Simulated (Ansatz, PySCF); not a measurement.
Species: CsBr, net charge 0, singlet state. SMILES: [Br][Cs]
Geometry from a B3LYP-D3(BJ)/def2-TZVP (Ansatz, an electronic-structure program) optimisation:
```xyz
2

Cs     0.0000     0.0000    -1.2201
Br     0.0000     0.0000     1.9173
```
Charge 0, spin multiplicity 1.

Wanted: atomisation energy, in kcal/mol. Set-up: atomisation electronic, to ground-state atoms; def2 sets with scalar-relativistic core potentials past Kr; no spin-orbit coupling; open shells spin-unrestricted. Ab initio and DFT rows: single points at B3LYP-D3(BJ) geometries (Ansatz).

```tsv
species	coefficient	E at BP86/def2-SVP (PySCF), Eh	E at PBE/def2-TZVPD (Ansatz), Eh
[Br][Cs]	-1	-2594.40106	-2594.01677
Br atom	+1	-2574.06821	-2573.72119
Cs atom	+1	-20.18838	-20.14719
```

 1 Eh = 627.5095 kcal/mol.

Work the quantity out at each level.


- BP86/def2-SVP: the sum of coefficient times E is 0.14447 Eh, or 90.66 kcal/mol. Result: 90.7 kcal/mol.
- PBE/def2-TZVPD: the sum of coefficient times E is 0.14839 Eh, or 93.12 kcal/mol. Result: 93.1 kcal/mol.
